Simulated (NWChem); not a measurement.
## Electron attachment to H3OSi

```
Si
O 1 1.6793
H 1 1.4927 2 112.59
H 1 1.4927 3 110.13 2 126.57
H 1 1.4995 3 110.03 4 121.47
```
Charge 0, spin multiplicity 2.

All runs are NWChem calculations. All single points use one geometry, from UPBE0/def2-SVP, a minimum by its harmonic frequencies.

Basis set: def2-TZVPD. The species with one electron more has spin multiplicity 1 and keeps the geometry of the parent. Δ marks differences of total energies (open shells unrestricted). −ε marks an orbital energy of the parent. That orbital need not have the symmetry of the hole or added electron in the Δ rows. The basis adds only a small set of diffuse functions.

The structure started from a generated list of species. The unpaired electrons of the parent sit in orbitals of symmetry a" (Cs labels of the run); other states weren't searched. The stability of the SCF solutions was not checked. Open-shell Hartree-Fock references start from PBE0 orbitals.

Q: Order these methods by the vertical electron affinity they give, lowest first: −ε(beta LUMO) of HF, G0W0@PBE, ΔPBE, G0W0@PBE0, −ε(beta LUMO) of PBE.

A: −ε(beta LUMO) of HF (-1.03 eV), G0W0@PBE0 (2.65 eV), ΔPBE (2.94 eV), G0W0@PBE (3.94 eV), −ε(beta LUMO) of PBE (6.60 eV)
